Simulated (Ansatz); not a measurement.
Reaction (ligand exchange at the Nb–N bond): `[NH2][Nb]([NH2])(=[S])[Cl]` + H–F → `[NH2][Nb]([F])(=[S])[Cl]` + NH₃

Calculated with Ansatz (gas phase, PBE0-D4/def2-TZVP geometries, no zero-point term in ΔE). CBS: MP2 limit from def2 TZ/QZ plus the TZ coupled-cluster correction, frozen cores. This one scheme is used for every species. DFT in def2-TZVPP. B3LYP here is the variant with VWN-RPA as its local correlation; programs differ in this. HSE06 is defined as in plane-wave codes. def2 core potentials past Kr. For Nb outer-core shells are correlated without core-valence functions, which leaves a few kJ/mol of doubt a bond. One conformer a species, not always the lowest.

`[NH2][Nb]([NH2])(=[S])[Cl]`:

```xyz
9

N    -0.092   -1.591   -0.545
Nb    0.483    0.255   -0.275
N    -0.659    1.171    1.014
S     2.468    0.217    0.513
Cl    0.353    1.368   -2.296
H    -1.032   -1.860   -0.801
H     0.486   -2.408   -0.412
H    -1.666    1.227    0.940
H    -0.342    1.620    1.861
```

H–F:

```xyz
2

F     0.391    0.087   -0.227
H    -0.391   -0.087    0.227
```

`[NH2][Nb]([F])(=[S])[Cl]`:

Cartesian coordinates in Å:
```
N -1.126 0.447 0.145
Nb 0.690 -0.181 -0.074
F 1.822 1.257 -0.422
S 1.168 -1.116 1.779
Cl 0.771 -1.688 -1.795
H -1.718 0.324 0.953
H -1.607 0.958 -0.585
```

NH₃:

Z-matrix (Å, degrees):
```
N
H 1 1.013
H 1 1.013 2 107.1
H 1 1.013 2 107.1 3 -114.5
```

```csv
level,ΔE (kJ/mol),difference from CCSD(T)/CBS
PBE-D4,-81.1,-11.5
PBE0-D4,-76.2,-6.6
r2SCANh-D4,-83.3,-13.7
HSE06-D4,-76.0,-6.4
ωB97M-V,-81.6,-12.0
B2PLYP,-81.6,-12.0
PBE,-85.5,-15.9
BLYP,-92.9,-23.3
r2SCAN,-87.5,-17.9
B3LYP,-87.8,-18.2
RPA@PBE/def2-TZVPP,-74.0,-4.4
HF/def2-SVP,-85.3,-15.7
CCSD(T)/def2-SVP,-78.0,-8.4
HF/def2-TZVPP,-86.1,-16.5
MP2/def2-QZVPP,-65.1,4.5
CCSD/CBS(def2),-70.9,-1.3
CCSD(T)/CBS,-69.6,0
```

Largest T1 diagnostic among the species: 0.023, so the coupled-cluster value is less sure than usual.

The D4 term adds +7.0 kJ/mol with B3LYP and +4.0 kJ/mol with PBE0; it sums over pairs of atoms, weighted by their polarisabilities, and B3LYP, whose exchange is more repulsive, gets the larger term. Leaving LDA and LC-ωPBE aside and taking each functional with its dispersion term where it has one, the values, not all of them listed here, spread over 18.4 kJ/mol, from B97M-V to PBE-QIDH. LDA lies +10.1 kJ/mol from PBE without D4.

CCSD(T)/CBS has its own doubt, a few kJ/mol and more with outer-core shells, so smaller differences from it don't rank the levels.
